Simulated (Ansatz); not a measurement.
Species: C₂H₇FSi, net charge 0, singlet state. 
Structure (B3LYP-D3(BJ)/def2-TZVP (Ansatz, a first-principles code) minimum search):
```xyz
11

Si    -0.0665     0.0739    -0.3508
C      1.3909    -1.0582    -0.1080
C     -1.5777    -0.4994     0.5724
F      0.3354     1.5377     0.2005
H     -0.3667     0.2357    -1.7933
H      1.1723    -2.0532    -0.5039
H      2.2745    -0.6785    -0.6245
H      1.6353    -1.1633     0.9512
H     -2.4046     0.2022     0.4480
H     -1.9054    -1.4740     0.2016
H     -1.3726    -0.5972     1.6407
```
Charge 0, spin multiplicity 1.

Basis-set convergence of Hartree-Fock and CCSD(T) correlation energies (hartree) with Ansatz. Valence correlation only, unless marked. No spin-orbit coupling. No relativistic terms.

| basis | functions | E(HF) | E(corr, CCSD(T)) |
|---|---|---|---|
| aug-cc-pV(D+d)Z | 164 | -468.29772 | -0.68203 |
| aug-cc-pV(T+d)Z | 354 | … | … |

Task: Some entries are withheld; supply them.

Result: 
- aug-cc-pV(T+d)Z, E(HF): -468.36493
- aug-cc-pV(T+d)Z, E(corr, CCSD(T)): -0.81762
